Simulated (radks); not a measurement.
Species: Xe V. Configuration: [Kr] 4d10 5s1 5p2 4f1 (not the ground configuration). Method: scalar-relativistic Kohn-Sham, XLYP, spin-unpolarised, spherical densities, finite nucleus; Fermi nuclear charge, rms radius 4.7859 fm; computed with a radial shooting solver on a logarithmic mesh with Libxc functionals.

X-ray form factor f0, the Fourier transform of the density (f0(0) = 50):

sin(theta)/lambda (1/angstrom)  f0 (electrons)
0.05                                    49.433
0.1                                     47.860
0.15                                    45.593
0.2                                     42.976
0.25                                    40.278
0.3                                     37.654
0.4                                     32.867
0.5                                     28.774
0.6                                     25.384
0.8                                     20.565
1                                       17.574
1.25                                    14.864
1.5                                     12.457
2                                        8.527
